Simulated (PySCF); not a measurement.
Match the calculated data to a structure.

All candidates are C6H7F3.

| technique | computed result |
| --- | --- |
| UV, strongest line | among the 8 lowest singlet transitions: S5 at 7.77 eV (160 nm, f = 0.127) [TDDFT B3LYP/def2-SVPD] |
| Dipole | 3.16 D [B3LYP/def2-SVPD] |
| 13C NMR | chemical shifts (computed TMS as zero) by class: 134.9 (1 C), 133.7 (1 C), 93.5 (1 C), 92.3 (1 C), 92.0 (1 C), 32.8 (1 C) ppm [GIAO PBE0/pcSseg-1] |
| Rotational structure | rotational constants A, B, C: 2.493, 1.435, 1.110 GHz [GFN2-xTB] |
| 1H NMR | chemical shifts (computed TMS as zero) by class: 6.12 (1 H), 6.07 (1 H), 5.44 (1 H), 5.25 (1 H), 4.70 (1 H), 3.04 (1 H), 2.59 (1 H) ppm [GIAO PBE0/pcSseg-1] |
| Triplet | lowest triplet excitation (Tamm–Dancoff): 4.43 eV [TDA B3LYP/def2-SVPD] |
| Polarisability | 69.7 au [B3LYP/def2-SVPD] |

Gas-phase values; electronic properties from PySCF, density fitting. Levels stand in brackets. One conformer (not necessarily the lowest) at the GFN2-xTB geometry, without solvent, vibrations or thermal averaging. Each NMR value is the plain mean over a class of atoms that symmetry, rotation or inversion makes alike.

**Question.** Which candidate is it?
A. `C=CC1(C(F)(F)F)CC1`
B. `C=C/C=C\CC(F)(F)F`
C. `FC=C1CC(C(F)F)C1`
D. `FC[C@@H](F)C1=CC[C@H]1F`
E. `F[C@@H]1[C@H](F)C=CC[C@@H]1F`

**Answer.** E. It is `F[C@@H]1[C@H](F)C=CC[C@@H]1F`. Numbering: `[F:1][C@@H:2]1[C@H:3]([F:4])[CH:5]=[CH:6][CH2:7][C@@H:8]1[F:9]`. Its formula, C6H7F3, gives 2 degrees of unsaturation: 1 ring and 1 π bond in the structure found. 6 carbons fall into 6 classes; from least to most shielded: alkene CH carbon [C6] (134.9 ppm), alkene CH carbon [C5] (133.7 ppm), sp3 C–F carbon [C2] (93.5 ppm), sp3 C–F carbon [C3] (92.3 ppm), sp3 C–F carbon [C8] (92.0 ppm), allylic carbon [C7] (32.8 ppm). Hydrogen classes from least to most shielded: 1 H on an alkene CH carbon, C5 (6.12 ppm), 1 H on an alkene CH carbon, C6 (6.07 ppm), 1 H on an sp3 C–F carbon, C2 (5.44 ppm), 1 H on an sp3 C–F carbon, C3 (5.25 ppm), 1 H on an sp3 C–F carbon, C8 (4.70 ppm), 1 H on an allylic carbon, C7 (3.04 ppm), 1 H on an allylic carbon, C7 (2.59 ppm). The optimised geometry has point group C1 and is an asymmetric top.

The others, at the same levels:
- `FC[C@@H](F)C1=CC[C@H]1F` fails: its computed 13C shifts are 153.5 (1 C), 144.0 (1 C), 97.3 (1 C), 89.7 (1 C), 89.4 (1 C), 39.7 (1 C) ppm, 1H shifts are 6.69 (1 H), 5.60 (1 H), 5.50 (1 H), 5.00 (1 H), 4.89 (1 H), 2.86 (1 H), 2.73 (1 H) ppm and smallest rotational constant is 0.812 GHz (against 1.110 GHz).
- `C=C/C=C\CC(F)(F)F` fails: its computed 13C shifts are 143.3 (1 C), 138.4 (1 C), 135.0 (1 C), 128.9 (1 C), 128.0 (1 C), 38.0 (1 C) ppm, 1H shifts are 6.93 (1 H), 6.54 (1 H), 5.79 (1 H), 5.71 (1 H), 5.66 (1 H), 3.06 (2 H) ppm and rotational constant A is 3.714 GHz (against 2.493 GHz).
- `FC=C1CC(C(F)F)C1` fails: its computed 13C shifts are 154.6 (1 C), 126.9 (1 C), 121.0 (1 C), 34.6 (1 C), 27.8 (1 C), 26.9 (1 C) ppm, 1H shifts are 6.86 (1 H), 6.01 (1 H), 3.14 (1 H), 3.04 (1 H), 2.77 (1 H), 2.65 (1 H), 2.63 (1 H) ppm and rotational constant A is 4.125 GHz (against 2.493 GHz).
- `C=CC1(C(F)(F)F)CC1` fails: it has 5 carbon classes against 6; its computed 13C shifts are 145.3 (1 C), 136.8 (1 C), 116.0 (1 C), 27.6 (1 C), 20.5 (2 C) ppm, 1H shifts are 6.91 (1 H), 5.38 (1 H), 4.93 (1 H), 1.45 (2 H), 0.86 (2 H) ppm and smallest rotational constant is 1.156 GHz (against 1.110 GHz).

Each candidate is one conformer, not necessarily the lowest. The conformers computed, where there is a choice (atom-mapped SMILES and torsion angles):
- `[F:1][CH2:2][C@@H:3]([F:4])[C:5]1=[CH:6][CH2:7][C@H:8]1[F:9]`: F1–C2–C3–F4 82°, C2–C3–C5–C6 -112°
- `[CH2:1]=[CH:2]/[CH:3]=[CH:4]\[CH2:5][C:6]([F:7])([F:8])[F:9]`: C1–C2–C3–C4 178°, C3–C4–C5–C6 118°, C4–C5–C6–F7 180°
- `[F:1][CH:2]=[C:3]1[CH2:4][CH:5]([CH:6]([F:7])[F:8])[CH2:9]1`: C4–C5–C6–F7 73°
- `[CH2:1]=[CH:2][C:3]1([C:4]([F:5])([F:6])[F:7])[CH2:8][CH2:9]1`: C1–C2–C3–C4 179°, C2–C3–C4–F5 -61°

The conformers of `F[C@@H]1[C@H](F)C=CC[C@@H]1F` aren't listed.
